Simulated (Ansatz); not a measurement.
Ansatz (a first-principles code) input (B3LYP/LANL2DZ): The .json file is the Basis Set Exchange's LANL2DZ.

Ansatz 0.2 input:
```yaml
crystal:
  periodic: [false, false, false]
  atoms:
    - {symbol: Si, position_ang: [-1.50778772, 0.13774757, 0.35054881]}
    - {symbol: As, position_ang: [0.78599117, -0.10273817, -0.21715900]}
    - {symbol: H, position_ang: [-2.31214413, -0.74463328, -0.52616254]}
    - {symbol: H, position_ang: [-1.95116584, 1.54029198, 0.15906993]}
    - {symbol: H, position_ang: [-1.74116208, -0.24603510, 1.76427665]}
    - {symbol: H, position_ang: [1.17579141, 0.91227013, 0.86137954]}
basis:
  gaussian:
    orbitals: LANL2DZ.json
hamiltonian:
  xc: {name: B3LYP}
magnetization: {spin_polarized: true, initial_magnetization: 1}
relax: {f_tol: 0.003, max_steps: 120}
```

From the output:

```
integrals: 0.01 GiB planned
346 factors; integrals over basis functions are off by at most 3.3e-4 eV
mean field: 0.08 GiB planned
mean field evaluation 32: about -336.4748 eV, gradient 6.4e-2 eV
mean field -336.47481390 eV, -12.3652213400 hartree, gradient 3.6e-5 eV, S^2 0.752322; 0 other end points of the search recorded, 0 dependent functions left out
the calculation of the forces begins
reference -336.47503540 eV, -12.3652294799 hartree; 7, 6 occupied and 17, 18 virtual orbitals, 346 factors
relax step   4: F+E_penalty+E_count = -336.47481390 eV  Δ(F+E_penalty+E_count) = -1.174e-4 eV  max|allowed force component| = 2.121e-2 eV/Å  Δτ_max = 0.0028 Å  (19 SCF iters, accepted)
these checks for a lower state are left out or cut short: starts, cluster_reference, orbital_swaps, neighbouring_geometries, increment
integrals: 0.01 GiB planned
346 factors; integrals over basis functions are off by at most 3.3e-4 eV
mean field: 0.08 GiB planned
mean field -336.47484098 eV, -12.3652223351 hartree, gradient 3.7e-5 eV, S^2 0.752324; 0 other end points of the search recorded, 0 dependent functions left out
the calculation of the forces begins
reference -336.47506252 eV, -12.3652304765 hartree; 7, 6 occupied and 17, 18 virtual orbitals, 346 factors
relax step   5: F+E_penalty+E_count = -336.47484098 eV  Δ(F+E_penalty+E_count) = -2.708e-5 eV  max|allowed force component| = 1.242e-3 eV/Å  Δτ_max = 0.0020 Å  (19 SCF iters, accepted)
integrals: 0.01 GiB planned
346 factors; integrals over basis functions are off by at most 3.3e-4 eV
mean field: 0.08 GiB planned
mean field -336.47484098 eV, -12.3652223351 hartree, gradient 3.7e-5 eV, S^2 0.752324; 1 other end points of the search recorded, 0 dependent functions left out
the calculation of the forces begins
reference -336.47506252 eV, -12.3652304765 hartree; 7, 6 occupied and 17, 18 virtual orbitals, 346 factors
Total energy: -336.47506252 eV, -12.3652304765 hartree
Atom 0 at    -1.540167     0.138089     0.355165 Å, force     0.001043    -0.000438    -0.000624 eV/Å
Atom 1 at     0.827819    -0.103297    -0.223253 Å, force     0.001118     0.000531     0.000445 eV/Å
Atom 2 at    -2.327156    -0.751544    -0.531889 Å, force    -0.001024    -0.000450    -0.000367 eV/Å
Atom 3 at    -1.992604     1.540032     0.162416 Å, force    -0.000229     0.001242    -0.000210 eV/Å
Atom 4 at    -1.782393    -0.248058     1.769206 Å, force    -0.000041    -0.000358     0.001229 eV/Å
Atom 5 at     1.264025     0.921681     0.860309 Å, force    -0.000866    -0.000527    -0.000474 eV/Å
Dipole moment:    -0.079700     0.064026     0.081678 e Å
```

The geometry given is a B3LYP-D3(BJ)/def2-TZVP minimum.
